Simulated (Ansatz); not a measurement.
The Se1–H2 bond of SeH is stretched (multiplicity 2).


Cores are frozen in the correlated methods. Filled d and f shells under p-block atoms count as core.

Codes used: Ansatz (Gaussian orbitals). Each number belongs to the level named beside it.

Energies above the point at 1.475 Å (the B3LYP-D3(BJ) bond length), FCI/cc-pVDZ (kcal/mol): 7.39 at 1.327 Å; 4.04 at 1.622 Å; 71.19 at 5.900 Å.

Problem. Take the last value as the depth D of a Morse curve D(1 − e^(−a(R − R₀)))², fit a and R₀ to the two near points, and test it at 1.991 and 2.581 Å.

Solution. 
With D = 71.2, both near points (counted from the curve's value at 1.475 Å) are met by a = 1.87 Å⁻¹ and R₀ = 1.477 Å, so k = 2Da² = 497 kcal/(mol Å²). The curve then gives 27.1 and 54.2 kcal/mol; the level itself gives 29.6 and 60.4, so Morse is off by -2.5 and -6.1.

Ansatz is a first-principles code.
